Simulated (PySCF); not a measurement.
Chromium: a sound run and one with changed settings

Sound run: Cr⁺ [Ar] 3d5, Cr²⁺ [Ar] 3d4. Calculation: PySCF 2.14, in x2c-SVPall; scalar relativity by spin-free X2C-1e. In the sound run the correlated levels freeze [Ar]. The sound run starts from symmetry-adapted Hartree-Fock orbitals and uses a fine grid where one is needed.

Changed run: basis STO-3G, all-electron and non-relativistic. This setting is unsound on purpose.

| species | method | sound run (hartree) | changed run (hartree) | converged |
| --- | --- | --- | --- | --- |
| Cr⁺ | UHF | -1049.25551 | -1032.00295 | yes |
| Cr⁺ | B3LYP | -1050.36006 | -1032.83265 | yes |
| Cr⁺ | PBE | -1050.10809 | -1032.55889 | yes |
| Cr⁺ | MP2 | -1049.30515 | -1032.00330 | yes |
| Cr²⁺ | UHF | -1048.70654 | -1031.74017 | yes |
| Cr²⁺ | B3LYP | -1049.73965 | -1032.54594 | yes |
| Cr²⁺ | PBE | -1049.47575 | -1032.27102 | yes |
| Cr²⁺ | MP2 | -1048.72788 | -1031.74029 | yes |

Ionisation energy of Cr⁺:

```tsv
method	sound run (eV)	changed run (eV)
UHF	14.938	7.151
B3LYP	16.882	7.802
PBE	17.207	7.833
MP2	15.708	7.157
SCS-MP2	15.195	7.153
```

A minimal basis cannot let orbitals breathe on ionisation and holds almost no correlation. The Hamiltonian changed with the basis, so the totals do not compare.

For comparison, NIST gives 16.486 eV between the lowest levels.
